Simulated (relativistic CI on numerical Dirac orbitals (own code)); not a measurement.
Hyperfine structure of Gd¹⁰⁺, mass number 155

Method of calculation: Dirac-Coulomb-Breit CI, KLI orbitals optimised for each configuration, model QED (radiative potential, 1s self-energy scaled to tabulated hydrogen-like ionisation energies), unscaled Slater integrals (own radial code, finite nucleus).

Configurations in the expansion (outside the closed core [Kr] 4d10): 4f5 5s2 5p, 4f6 5s2, 4f7 5s, 4f5 5s2 6s, 4f5 5s2 7s. The list is cut by size and lacks configurations that can hold low levels.

Nuclear spin I = 3/2, μ = -0.2591 μN, Q = 1.27 b (tables of Stone and Pyykkö). The electronic factors are computed for point nuclear moments, without core polarisation or the Bohr-Weisskopf and QED corrections.

```
          Level  E (cm⁻¹)  A (MHz)  B (MHz)
4f5 5s2 5p 7I_3       0.0    -1056     2380
4f5 5s2 5p 7I_4    2383.9   -657.1      201
4f5 5s2 5p 7I_5    5180.6   -452.5     -966
4f5 5s2 5p 5G_2    8027.6    606.4     -424
4f5 5s2 5p 7I_6    8378.7     -329    -1500
4f5 5s2 5p 7G_1   10833.9    -1865      435
4f5 5s2 5p 7G_2   11754.6   -552.1    -1060
4f5 5s2 5p 7G_3   13204.2   -250.2    -1570
```

Levels with J = 0, under 50 % of one LS term, or S terms without an open s electron are left out. Small factors come from cancelling terms and can be off by tens of per cent or more.

At this charge transitions that keep the count of f electrons are usually good to a few per cent. Terms inside the open d or f shell come out 10 to 20 % too wide with unscaled integrals. Levels and lines within the n = 5 or 6 shells can be off by up to 10 % or somewhat more, and those that change n by about 2 %, since core polarisation is missing. Levels that differ in their count of f electrons can be misplaced by several ten thousand cm⁻¹, since the correlation energy of f electrons is missing or only estimated; rates across such gaps can be off by orders of magnitude.

(1) Give the hyperfine levels of 4f5 5s2 5p 7I_3 relative to its centre of gravity.

## Answers

(1) With K = F(F + 1) − I(I + 1) − J(J + 1), E = AK/2 + B[¾K(K + 1) − I(I + 1)J(J + 1)]/[2I(2I − 1)J(2J − 1)]: F = 3/2: 7765, F = 5/2: 3341, F = 7/2: -1189, F = 9/2: -4160 MHz.

LS names give the leading component of a level, which can be under half, so a name can repeat, a term be missing and a line seem to break the LS rules.
